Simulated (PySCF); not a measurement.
C3H8AlF3O.
SMILES with atom numbers: `[CH3:1][O+:2]([AlH3-:3])[CH2:4][C:5]([F:6])([F:7])[F:8]` (hydrogens: H9, H10, H11 on C1; H12, H13, H14 on Al3; H15, H16 on C4)

Structure used (GFN2-xTB), in Å, numbered top down from 1:
```xyz
16
C3H8AlF3O angstrom
C      0.3440    1.5080    0.2465
O      0.4791    0.1429   -0.1085
Al     1.9422   -0.7525    0.7140
C     -0.5050   -0.3900   -0.9418
C     -1.8512   -0.5630   -0.2283
F     -2.5185    0.5978   -0.1076
F     -2.6484   -1.3860   -0.9166
F     -1.7097   -1.0590    0.9965
H     -0.5359    1.6814    0.8682
H      0.3040    2.1353   -0.6474
H      1.2421    1.7410    0.8207
H      1.5382   -0.5444    2.2162
H      1.6590   -2.1320    0.0002
H      3.0637    0.1906    0.1356
H     -0.6627    0.2258   -1.8366
H     -0.1485   -1.3871   -1.2227
```

The closed-shell ground state was solved at several levels (PySCF, density fitting, gas phase, non-relativistic).

| level | basis functions | HOMO (eV) | LUMO (eV) | gap (eV) | dipole (D) |
| --- | --- | --- | --- | --- | --- |
| PBE0/pcSseg-1 | 183 | -7.55 | 0.10 | 7.65 | 4.19 |
| PBE0/def2-SVPD | 240 | -7.54 | -0.06 | 7.48 | 4.05 |

(1) Estimate the row for wB97X-D/def2-SVPD, a basis of 240 functions; the other rows only guide the guess.

(2) Over all these levels, which gives the widest orbital gap and which the narrowest?

(3) How far do the dipole and the HOMO energy spread over the levels?

Answers

(1) HOMO -9.46 eV, LUMO 1.60 eV, gap 11.06 eV, dipole 4.12 D.

(2) wB97X-D/def2-SVPD (range-separated hybrid) has the widest, 11.06 eV, and PBE0/def2-SVPD (global hybrid, 25 % exact exchange) the narrowest, 7.48 eV. The two share the basis. From the narrowest to the widest the HOMO moves by -1.92 eV and the LUMO by +1.66 eV.

(3) The dipole runs from 4.05 to 4.19 D (mean 4.12 D) and the HOMO from -9.46 to -7.54 eV.

One conformer stands for the species.
